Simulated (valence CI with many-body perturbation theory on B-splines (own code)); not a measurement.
# Which ion has this spectrum?

A relativistic CI+MBPT calculation for an atom or ion with 33 electrons gives these levels (cm⁻¹):

```csv
J,Parity,E,g
3/2,odd,0,1.37
3/2,odd,567751,1.45
5/2,odd,609171,1.20
1/2,odd,661186,0.66
3/2,even,1152795,0.80
3/2,odd,1236255,1.30
5/2,even,1260032,1.43
5/2,even,1370618,1.26
1/2,even,1409562,2.14
3/2,even,1427773,1.16
3/2,even,1719159,0.92
5/2,even,1719357,0.97
1/2,even,1722734,0.23
7/2,even,1760650,1.05
```

The energies are calculated, and their last digits are not significant.

Problem. Which is it?
A. Lu38+
B. Hf39+
C. Er35+
D. Tm36+

Solution. A. Lu38+, ground level (4s^2 4p1/2^2 4p3/2) J=3/2.
